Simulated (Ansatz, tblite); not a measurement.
Forces on the cluster Cu₂O at its r2SCAN-D4/def2-TZVP geometry. The state is a singlet with charge 0.

The xTB rows come from tblite. The structure comes from a short search, and lower isomers may exist.

GFN2-xTB (tblite), largest force 1.10 eV/Å:

```xyz
3
positions Å, forces eV/Å
Cu   -0.684    0.655    0.885    0.649   -0.656   -0.590
Cu    0.219   -0.074   -1.275   -0.052   -0.089    1.091
O     0.465   -0.581    0.390   -0.597    0.745   -0.501
```

PBE-D4/def2-TZVP (Ansatz), largest force 0.50 eV/Å:

```
Cu -0.288 0.294 0.237
Cu 0.008 0.055 -0.471
O 0.279 -0.349 0.234
```

PBE0-D4/def2-TZVP (Ansatz), largest force 0.49 eV/Å:

```
Cu -0.253 0.241 0.343
Cu 0.090 -0.037 -0.480
O 0.163 -0.204 0.137
```
